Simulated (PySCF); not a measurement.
Ground-state electric properties of a mixed set of molecules.

All values: PBE0/def2-SVPD (PySCF) at PBE0-D3(BJ)/def2-SVP geometries, gas phase, one conformer each. Core orbitals are frozen in the response; Δα² is half the sum of the squared differences of the principal polarisabilities.

Question: Rank by polarisability anisotropy Δα, highest first.
A. `[CH3:1][N:2]([CH3:3])[SiH2:4][NH2:5]` with C1–N2–Si4–N5 148°, N2–Si4–N5–H -63° and 144°
B. `[F:1][C:2]([F:3])([F:4])[CH2:5][C:6]1=[CH:7][CH:8]=[CH:9][SiH2:10]1` with C2–C5–C6–C7 139°
C. Si(NH2)2Me2, `C[Si](C)(N)N`
D. `[F:1][C:2]([F:3])=[C:4]([F:5])/[CH:6]=[CH:7]\[C@@H:8]1[CH2:9][SiH2:10]1` with C2–C4–C6–C7 180°, C6–C7–C8–C9 -158°
E. `[CH:1]#[C:2][Si@@H:3]1[CH2:4][CH2:5][C@H:6]1[C:7]([F:8])([F:9])[F:10]` with C2–Si3–C4–C5 -93°, Si3–C4–C5–C6 -19°, C4–C5–C6–C7 -97°, C2–Si3–C6–C5 97°
F. `[F:1][C:2]([F:3])=[C:4]([F:5])/[CH:6]=[CH:7]/[C@@H:8]1[CH2:9][SiH2:10]1` with C2–C4–C6–C7 -179°, C6–C7–C8–C9 -150°

Answer: F (15.20 Å³), D (13.64 Å³), B (5.70 Å³), E (4.96 Å³), A (2.25 Å³), C (0.55 Å³).

Question: Rank by vertical ionisation energy (ΔSCF), lowest first.
A. `C#C[Si@@H]1CC[C@H]1C(F)(F)F`
B. `FC(CC1[SiH2]C=CC=1)(F)F`
C. `FC(F)=C(F)/C=C\[C@@H]1C[SiH2]1`
D. `N([SiH2]N)(C)C`

Answer: C (7.69 eV), D (8.13 eV), B (8.74 eV), A (9.99 eV).

Question: Rank by dipole moment, lowest first.
A. `[CH2:1]=[CH:2][C:3]([CH:4]=[CH2:5])=[N:6][C:7]([CH3:8])=[O:9]` with C1–C2–C3–C4 169°, C2–C3–C4–C5 -14°, C3–N6–C7–C8 -120°
B. `[F:1][C:2]([F:3])=[C:4]([F:5])/[CH:6]=[CH:7]/[C@@H:8]1[CH2:9][SiH2:10]1` with C2–C4–C6–C7 -179°, C6–C7–C8–C9 -150°
C. `C[Si](C)(N)N` (Si(NH2)2Me2)
D. `[F:1][C:2]([F:3])([F:4])[CH2:5][C:6]1=[CH:7][CH:8]=[CH:9][SiH2:10]1` with C2–C5–C6–C7 139°
E. `[F:1][C:2]([F:3])([F:4])[C:5]#[C:6][CH:7]1[CH2:8][SiH2:9][CH2:10]1` with C6–C7–C8–Si9 -148°, C7–C8–Si9–C10 19°, C8–Si9–C10–C7 -19°, C6–C7–C10–Si9 148°
F. `[F:1][C:2]([F:3])=[C:4]([F:5])/[CH:6]=[CH:7]\[C@@H:8]1[CH2:9][SiH2:10]1` with C2–C4–C6–C7 180°, C6–C7–C8–C9 -158°

Answer: C (1.10 D), F (2.23 D), D (2.54 D), B (2.85 D), E (3.53 D), A (3.73 D).

All values together:

```json
{"SMILES": "CN(C)[SiH2]N", "formula": "C2H10N2Si", "μ (D)": "0.89", "HOMO (eV)": "-6.22", "LUMO (eV)": "0.55", "α (Å³)": "10.53", "Δα (Å³)": "2.25", "electrons": "50", "α per electron (Å³)": "0.211", "ΔSCF removal energy (eV)": "8.13"}
{"SMILES": "FC(F)=C(F)/C=C\\[C@@H]1C[SiH2]1", "formula": "C6H7F3Si", "μ (D)": "2.23", "HOMO (eV)": "-6.03", "LUMO (eV)": "-0.98", "α (Å³)": "17.27", "Δα (Å³)": "13.64", "electrons": "84", "α per electron (Å³)": "0.206", "ΔSCF removal energy (eV)": "7.69"}
{"SMILES": "FC(F)=C(F)/C=C/[C@@H]1C[SiH2]1", "formula": "C6H7F3Si", "μ (D)": "2.85", "HOMO (eV)": "-6.06", "LUMO (eV)": "-0.93", "α (Å³)": "17.54", "Δα (Å³)": "15.20", "electrons": "84", "α per electron (Å³)": "0.209", "ΔSCF removal energy (eV)": "7.72"}
{"SMILES": "FC(F)(F)CC1=CC=C[SiH2]1", "formula": "C6H7F3Si", "μ (D)": "2.54", "HOMO (eV)": "-6.93", "LUMO (eV)": "-1.79", "α (Å³)": "14.33", "Δα (Å³)": "5.70", "electrons": "84", "α per electron (Å³)": "0.171", "ΔSCF removal energy (eV)": "8.74"}
{"SMILES": "FC(F)(F)C#CC1C[SiH2]C1", "formula": "C6H7F3Si", "μ (D)": "3.53", "HOMO (eV)": "-8.24", "LUMO (eV)": "-0.49", "α (Å³)": "14.94", "Δα (Å³)": "8.96", "electrons": "84", "α per electron (Å³)": "0.178", "ΔSCF removal energy (eV)": "10.01"}
{"SMILES": "C#C[Si@@H]1CC[C@H]1C(F)(F)F", "formula": "C6H7F3Si", "μ (D)": "2.92", "HOMO (eV)": "-8.18", "LUMO (eV)": "-0.68", "α (Å³)": "13.99", "Δα (Å³)": "4.96", "electrons": "84", "α per electron (Å³)": "0.167", "ΔSCF removal energy (eV)": "9.99"}
{"SMILES": "C=CC(C=C)=NC(C)=O", "formula": "C7H9NO", "μ (D)": "3.73", "HOMO (eV)": "-7.23", "LUMO (eV)": "-2.30", "α (Å³)": "15.00", "Δα (Å³)": "7.51", "electrons": "66", "α per electron (Å³)": "0.227", "ΔSCF removal energy (eV)": "–"}
{"SMILES": "C[Si](C)(N)N", "formula": "C2H10N2Si", "μ (D)": "1.10", "HOMO (eV)": "-6.86", "LUMO (eV)": "0.38", "α (Å³)": "10.13", "Δα (Å³)": "0.55", "electrons": "50", "α per electron (Å³)": "0.203", "ΔSCF removal energy (eV)": "–"}
```

Conformers: `[CH3:1][N:2]([CH3:3])[SiH2:4][NH2:5]` with C1–N2–Si4–N5 148°, N2–Si4–N5–H -63° and 144°; `[F:1][C:2]([F:3])=[C:4]([F:5])/[CH:6]=[CH:7]\[C@@H:8]1[CH2:9][SiH2:10]1` with C2–C4–C6–C7 180°, C6–C7–C8–C9 -158°; `[F:1][C:2]([F:3])=[C:4]([F:5])/[CH:6]=[CH:7]/[C@@H:8]1[CH2:9][SiH2:10]1` with C2–C4–C6–C7 -179°, C6–C7–C8–C9 -150°; `[F:1][C:2]([F:3])([F:4])[CH2:5][C:6]1=[CH:7][CH:8]=[CH:9][SiH2:10]1` with C2–C5–C6–C7 139°; `[F:1][C:2]([F:3])([F:4])[C:5]#[C:6][CH:7]1[CH2:8][SiH2:9][CH2:10]1` with C6–C7–C8–Si9 -148°, C7–C8–Si9–C10 19°, C8–Si9–C10–C7 -19°, C6–C7–C10–Si9 148°; `[CH:1]#[C:2][Si@@H:3]1[CH2:4][CH2:5][C@H:6]1[C:7]([F:8])([F:9])[F:10]` with C2–Si3–C4–C5 -93°, Si3–C4–C5–C6 -19°, C4–C5–C6–C7 -97°, C2–Si3–C6–C5 97°; `[CH2:1]=[CH:2][C:3]([CH:4]=[CH2:5])=[N:6][C:7]([CH3:8])=[O:9]` with C1–C2–C3–C4 169°, C2–C3–C4–C5 -14°, C3–N6–C7–C8 -120°; `C[Si](C)(N)N`.

A dash marks a removal energy that wasn't run or isn't settled.

Question: By how much does the ΔSCF value exceed −ε(HOMO) over the species that have both?

Answer: By 1.66 to 1.91 eV, 1.77 eV on average, over 6 species.
